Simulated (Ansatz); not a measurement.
Stretching the Be1–H2 bond in CH4Be (SMILES [BeH][CH3]) (multiplicity 1 held, fragments rigid). Energies count from the point at 1.332 Å.
Geometry at that point (charge 0, multiplicity 1):
```tsv
atom	x (Å)	y (Å)	z (Å)
Be	-0.9385	-0.4948	-0.1342
H	-2.1072	-1.1109	-0.3012
C	0.5312	0.2800	0.0759
H	1.0155	-0.0062	1.0158
H	0.4218	1.3697	0.0949
H	1.2371	0.0463	-0.7283
```

Signs of static correlation in aug-cc-pVTZ, with CASSCF(2,2), from Ansatz (a quantum-chemistry and plane-wave program) runs.

| R (Å) | T1 of restricted CCSD | largest double amplitude of restricted CCSD | CASSCF natural occupations |
|---|---|---|---|
| 1.065 | 0.008 | 0.018 | 1.99 0.01 |
| 1.199 | 0.008 | 0.020 | 1.99 0.01 |
| 1.332 | 0.008 | 0.021 | 1.98 0.02 |
| 1.465 | 0.009 | 0.022 | 1.98 0.02 |
| 1.598 | 0.009 | 0.022 | 1.97 0.03 |
| 1.798 | 0.010 | [?] | 1.95 0.05 |
| 1.998 | 0.012 | [?] | 1.92 0.08 |
| 2.330 | 0.018 | 0.088 | 1.86 0.14 |
| 2.663 | 0.029 | 0.105 | 1.76 0.24 |
| 3.063 | 0.049 | 0.323 | 1.59 0.41 |
| 3.596 | 0.083 | 0.581 | 1.36 0.64 |
| 4.261 | 0.119 | 0.842 | 1.17 0.83 |

Question: Some entries are withheld; supply them.

Answer: 
- 1.798, largest double amplitude of restricted CCSD: 0.038
- 1.998, largest double amplitude of restricted CCSD: 0.057

Doubts at one or more of the structures used: a restricted determinant that unrestricted orbitals would lower (R-CCSD(T)/aug-cc-pVTZ); other coupled-cluster roots lie near (R-CCSD(T)/aug-cc-pVTZ); T1 above 0.05 (R-CCSD(T)/aug-cc-pVTZ, U-CCSD(T)/aug-cc-pVTZ); a spin-contaminated determinant (U-CCSD(T)/aug-cc-pVTZ).
